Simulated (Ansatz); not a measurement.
`[SiH3]NPS`, relaxed with RKS PBE-D4/def2-SVP in Ansatz from a rough embedded geometry. The force threshold is 0.03 eV/Å; the program also tests the step.

Total charge 0; spin multiplicity 1.

Start:

```xyz
10

Si    0.695    1.385    0.292
N    -0.022   -0.075    0.474
P    -0.447   -0.714   -1.010
S    -1.556   -2.432   -0.284
H     1.041    1.910    1.695
H     1.979    1.284   -0.434
H    -0.216    2.382   -0.375
H     0.559   -0.698    0.980
H    -1.616    0.109   -1.345
H    -0.417   -3.150    0.006
```

(1) By how much does the energy fall, and how many steps does the optimiser take? (An estimate is asked.)

(2) Which bonds change most? (Estimate.)

(3) Give the relaxed structure. (An estimate is asked.)

Results:

(1) Ansatz gave: 25.26 kcal/mol, in 23 steps, 1 of them rejected.

(2) Computed: Si1–N2 from 1.637 to 1.768 Å; N2–P3 from 1.671 to 1.727 Å; N2–H8 from 0.991 to 1.026 Å; Si1–H5 from 1.537 to 1.506 Å.

(3) Computed: 
```xyz
10

Si    0.481    1.369    0.391
N     0.935   -0.211   -0.261
P    -0.094   -1.356   -1.044
S    -1.904   -1.553    0.166
H    -0.194    1.315    1.737
H     1.737    2.187    0.528
H    -0.458    1.993   -0.602
H     1.762   -0.661    0.146
H    -0.789   -0.418   -1.890
H    -1.476   -2.665    0.828
```
